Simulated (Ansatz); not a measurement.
Stretching the Si1–Ge2 bond in GeH6Si (SMILES [SiH3][GeH3]) (multiplicity 1 held, fragments rigid). Energies count from the point at 2.388 Å.
Geometry at that point (charge 0, multiplicity 1):
```xyz
8

Si    -1.6041    -0.1283     0.0205
Ge     0.7760     0.0621    -0.0099
H     -2.1772     0.8180     1.0069
H     -1.9990    -1.5073     0.3935
H     -2.1562     0.1829    -1.3193
H      1.2041     1.4898    -0.3959
H      1.3883    -0.9150    -1.0303
H      1.3666    -0.2582     1.3754
```

Unrestricted levels (U-) break spin symmetry where that is lower. Active spaces are followed from a long bond inwards. Levels need not reach the same state.

Cores are frozen in the correlated methods. Filled d and f shells under p-block atoms count as core.

Programs: Ansatz (Gaussian basis) for Hartree–Fock, density functionals and correlated methods. Each number belongs to the level named beside it.

Energies in kcal/mol.

```
R (Å)  U-HF/def2-SVP  U-MP2/def2-SVP  U-CCSD(T)/def2-SVP  FIC-MRCISD+Q on CASSCF(2,2)/def2-SVP
-----  -------------  --------------  ------------------  ------------------------------------
1.910           59.3            55.8                56.1                                  56.3
2.149           11.8            10.6                10.8                                  10.9
2.388            0.0             0.0                 0.0                                   0.0
2.627            4.5             4.9                 4.5                                   4.4
2.865           15.8            16.2                15.1                                  14.9
3.224           36.0            38.7                33.3                                  32.6
3.582           47.3            57.8                49.8                                  47.5
4.179           53.1            67.3                65.8                                  62.5
4.776           54.4            69.5                69.4                                  68.0
5.492           54.7            70.1                70.1                                  69.7
6.447           54.8            70.3                70.3                                  70.1
7.641           54.8            70.4                70.4                                  70.2
```

Doubts at one or more of the structures used: a spin-contaminated determinant (U-HF/def2-SVP, U-MP2/def2-SVP, U-CCSD(T)/def2-SVP); T1 above 0.05 (U-CCSD(T)/def2-SVP).

Ansatz is a first-principles code.
